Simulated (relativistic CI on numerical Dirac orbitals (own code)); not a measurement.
**Tc6+: 3p photoemission**

Computed with this model: Dirac-Coulomb-Breit CI, orbitals from a KLI potential per configuration, model QED, valence Slater integrals scaled by 0.9, multiplet model of photoemission in the sudden approximation; configurations [Kr] 4d → [Ne] 3s2 3p5 3d10 4s2 4p6 4d; 300 K; Lorentzian 2 eV and Gaussian 0.6 eV FWHM. Energies are those of the free ion, without screening or charge transfer. The energies are binding energies and can lie tens of eV above those of solids. S is read from ⟨S²⟩ = S(S + 1).

free ion: ground-state S = 0.50, centroid 539.08 eV. Peaks (eV, height): 532.2 (100), 552.6 (57).

Strongest unbroadened transitions for free ion:

```json
{"Energy (eV)": "531.23", "Relative strength": "14.5"}
{"Energy (eV)": "531.68", "Relative strength": "31.3"}
{"Energy (eV)": "532.19", "Relative strength": "100.0"}
{"Energy (eV)": "532.55", "Relative strength": "34.0"}
{"Energy (eV)": "533.12", "Relative strength": "38.2"}
{"Energy (eV)": "533.30", "Relative strength": "12.0"}
{"Energy (eV)": "533.51", "Relative strength": "1.2"}
{"Energy (eV)": "552.37", "Relative strength": "72.2"}
{"Energy (eV)": "552.90", "Relative strength": "43.4"}
{"Energy (eV)": "553.00", "Relative strength": "0.0"}
```
